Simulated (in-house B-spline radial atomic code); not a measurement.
Cd2+ is squeezed into an impenetrable sphere of radius R (the orbitals vanish at R). No spin polarisation. Level of theory: non-relativistic Hartree-Fock, average of configuration, point nucleus; calculated with a radial B-spline atomic code at the basis-set limit.

Energies in eV above the free ion in [Kr] 4d10:

| R (bohr) | highest level (eV) | [Kr] 4d10 | [Ar] 3d9 4s2 4p6 4d10 4f1 | [Kr] 4d9 4f1 | -dE/dV in [Kr] 4d10 (GPa) |
| --- | --- | --- | --- | --- | --- |
| 8.83 | -38.7 | 0 | 432.9 | 29.46 | 1.84e-06 |
| 5.54 | -38.7 | 0.007864 | 437 | 33.59 | 0.0615 |
| 5.19 | -38.6 | 0.02076 | 438.2 | 34.74 | 0.183 |
| 4.25 | -38.4 | 0.2661 | 442.9 | 39.53 | 3.39 |
| 3.4 | -37.2 | 2.522 | 451.5 | 48.53 | 49.5 |
| 3.12 | -36 | 5.288 | 456.8 | 54.25 | 124 |
| 2.5 | -29.2 | 28.52 | 486.3 | 85.82 | 1100 |
| 2.15 | -18.8 | 78.64 | 539.9 | 142.1 | 4380 |
| 1.95 | -7.59 | 145 | 608.2 | 212.6 | 10300 |
| 1.35 | 98 | 1093 | 1567 | 1169 | 188000 |

(1) Does [Ar] 3d9 4s2 4p6 4d10 4f1 fall below [Kr] 4d10 under compression?

(2) Does [Kr] 4d9 4f1 fall below [Kr] 4d10 under compression?

The highest level is first positive in the row R = 1.35 bohr, pushed up by confinement above the zero of the free ion's potential. Each configuration is held fixed and needn't be the lowest in the sphere.

## Answers

(1) No, it stays above over the whole range.

(2) No, it stays above over the whole range.
